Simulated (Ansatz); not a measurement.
`Cc1ccc(F)cc1` + H₂ → `Fc1ccccc1` + CH₄ at 400 K and 1 bar (hydrogenolysis of a C–C bond).

Gas-phase electronic energies from Ansatz, PBE0-D4/def2-TZVP geometries. CBS: MP2 limit from def2 TZ/QZ plus the TZ coupled-cluster correction, frozen cores. This one scheme is used for every species.

```csv
species,CCSD(T)/CBS energy (Eh),H − E (kJ/mol),S (J/(mol·K))
`Cc1ccc(F)cc1`,-370.37244,349.8,393.7
H₂,-1.17544,38.0,139.0
`Fc1ccccc1`,-331.10865,270.2,332.9
CH₄,-40.46206,131.3,197.2
```

H − E and S are ideal-gas, rigid-rotor, harmonic terms from PBE0-D4/def2-TZVP. The MP2-based limit puts H₂ 0.8 mEh under its directly extrapolated value; such offsets cancel only in part. 1 Eh = 2625.50 kJ/mol, R = 8.31446 J/(mol·K).

**Question.** By hand: ΔE, ΔH, ΔS and ΔG.

**Answer.** ΔE = (-331.10865) + (-40.46206) − (-370.37244) − (-1.17544) = -0.02283 Eh = -59.9 kJ/mol. Δ(H − E) = 270.2 + 131.3 − 349.8 − 38.0 = 13.7, so ΔH = -46.2 kJ/mol. ΔS = 332.9 + 197.2 − 393.7 − 139.0 = -2.6 J/(mol·K). ΔG = -46.2 − 400 × (-2.6)/1000 = -45.2 kJ/mol.

**Question.** By hand: the equilibrium constant, and the temperature at which ΔG would vanish if ΔH and ΔS stayed fixed.

**Answer.** log₁₀ K = −ΔG/(RT ln 10) = 5.9. ΔG = 0 at ΔH/ΔS = 17769 K, far beyond where these terms or the molecules hold.

The number of gas molecules stays the same, so ΔS is small and ΔH decides. A doubt of 5 kJ/mol in ΔE shifts log₁₀ K by 0.7 here. Modes under 60 cm⁻¹, often nearly free rotors, make the harmonic entropy too high. These are equilibria of isolated gas molecules and say nothing of rates. Largest T1 diagnostic: 0.011 (customary marks: 0.02 for closed shells, 0.045 for open ones).
